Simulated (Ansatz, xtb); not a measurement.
# C4H8OSi: which of two isomers lies lower

We compare a, `O/C=C/C=C/[SiH3]`, a singlet, with b, `C=C/C(O)=C\[SiH3]`, a singlet. Both are isolated molecules in the gas phase, relaxed with B3LYP-D3(BJ)/def2-SVP; the shapes shown needn't be the lowest conformers.

a (Å):

```
atom    x (Å)    y (Å)    z (Å)
   C  -2.5624  -0.8057  -0.5122
   C  -1.9589  -0.2798   0.5747
   C  -0.9090   0.7147   0.4851
   C  -0.2652   1.2798   1.5326
   O  -3.5409  -1.7289  -0.5229
  Si   1.0790   2.5552   1.3561
   H  -3.7644  -1.9766   0.3866
   H  -2.2860  -0.5040  -1.5277
   H  -2.2668  -0.6107   1.5749
   H  -0.6324   1.0172  -0.5343
   H  -0.5607   0.9600   2.5417
   H   2.3645   2.0909   1.9637
   H   0.7174   3.8369   2.0370
   H   1.3044   2.8286  -0.0949
```

b (Å):

```xyz
14

C    -1.8510    1.4473   -0.1009
C    -0.6741    0.8431   -0.3154
C     0.3540    0.6516    0.7126
C     1.5408    0.0333    0.4838
O    -0.0042    1.1574    1.9194
Si    2.1252   -0.6951   -1.1292
H    -2.5803    1.5623   -0.9059
H    -2.1099    1.8397    0.8848
H    -0.4329    0.4568   -1.3096
H     0.7108    1.0000    2.5509
H     2.2264   -0.0491    1.3381
H     3.5208   -1.1857   -0.9378
H     2.1235    0.3053   -2.2402
H     1.2819   -1.8453   -1.5797
```

Energies in hartree; the thermal terms are from GFN2-xTB frequencies at re-optimised GFN2-xTB minima (ideal gas, soft modes damped towards free rotors, one conformer each, 298.15 K, 1 atm) and include the zero-point energy:

```
                              a           b
E, CCSD(T)/def2-SVP  −520.525342  −520.527408
    E, MP2/def2-SVP  −520.432626  −520.434238
  E, MP2/def2-TZVPP  −520.991520  −520.993862
  zero-point energy     0.101436     0.101331
       H(298 K) − E     0.110728     0.110447
       G(298 K) − E     0.068790     0.069035
```

Question: Correct the CCSD(T) difference for the basis set by the MP2 change, then work out ΔE, ΔE₀, ΔH and ΔG for a → b in kcal/mol (1 Eh = 627.51 kcal/mol) and the equilibrium ratio [b]/[a].

Answer: 1. Differences b − a: CCSD(T) −0.002066, MP2 in the small set −0.001612, MP2 in the large set −0.002342 Eh.
2. ΔE = −0.002066 + (−0.002342 − (−0.001612)) = −0.002796 Eh = −1.75 kcal/mol.
3. ΔE₀ = ΔE + ΔZPE = −0.002796 + (−0.000105) Eh = −1.82 kcal/mol.
4. ΔH = ΔE + (−0.000281) Eh = −1.93 kcal/mol.
5. ΔG = ΔE + (+0.000245) Eh = −1.60 kcal/mol, so ΔS = (ΔH − ΔG)/T = −4.6 J/(mol K).
6. kT = 0.9442 mEh, so K = [b]/[a] = exp(−ΔG/kT) = exp(+2.70) ≈ 15.

Structure b is favoured at this temperature. An error of 1 kcal/mol in ΔG would change K by a factor of 5.4. GFN2-xTB, HF/STO-3G gave ΔE the other sign. Mirror images and further conformers aren't counted.

As drawn, both hold the same kinds of bond in the same numbers.

Other levels gave ΔE = +1.0 (GFN2-xTB); +0.8 (HF/STO-3G, GFN2-xTB geometries); −0.7 (r2SCAN-D4/def2-SVP, GFN2-xTB geometries); −0.6 (B3LYP-D3(BJ)/def2-SVP); −0.8 (HF/def2-SVP); −1.0 (MP2/def2-SVP); −1.3 (CCSD(T)/def2-SVP) kcal/mol. The correlated steps freeze 10 core orbitals. Programs: Ansatz 0.2.0, xtb 6.7.1.
